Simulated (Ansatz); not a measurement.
This geometry of ClFH$_{4}$MgO (8 atoms, charge 0, multiplicity 1) is a first-order saddle point.

These are results of RKS B3LYP-D4/def2-mTZVP in Ansatz 0.2.0, not measurements.

```xyz
8
Properties=species:S:1:pos:R:3
Mg -0.319 -1.299 -0.002
H 0.492 -1.084 1.515
Cl -0.503 -2.397 -1.937
H -1.008 0.999 -0.004
F -1.694 0.325 -0.036
H 1.046 0.721 0.847
O 0.663 1.088 0.025
H 1.323 1.647 -0.409
```

Q: Which two structures does it join? (They come from a converged band through this point; their orientation in space is the band's.)

A: Bonds broken: Mg1–H2, H4–F5, H6–O7. Bonds formed: H2–H6, H4–O7. ClFH4MgO becomes ClFH2MgO + H2.

Image 0:

```xyz
8
Properties=species:S:1:pos:R:3
Mg -0.222 -1.082 0.416
H -0.063 -1.667 2.006
Cl 0.153 -1.464 -1.840
H -1.274 1.136 -0.035
F -1.806 0.417 0.264
H 1.499 1.248 0.313
O 0.721 0.866 -0.117
H 0.993 0.546 -1.007
```

Image 6:

```xyz
8
Properties=species:S:1:pos:R:3
Mg -0.514 -0.629 -0.209
H 0.938 -1.070 1.684
Cl 0.380 -2.328 -1.338
H -0.385 1.800 -0.472
F -1.790 0.260 0.683
H 0.431 -0.630 2.011
O 0.312 1.175 -0.738
H 0.626 1.422 -1.620
```

Q: How far does it lie above each of them?

A: 0.212 eV above the first and 1.614 eV above the second. This is the barrier of this one path; another mechanism may lie lower. The orbitals stay closed-shell, which can raise the energy where a bond breaks towards radicals; this wasn't checked here.

Time of the run: 8.4 min on 2 threads of Arm Neoverse V2, with other jobs on the host, peak memory 0.19 GiB.
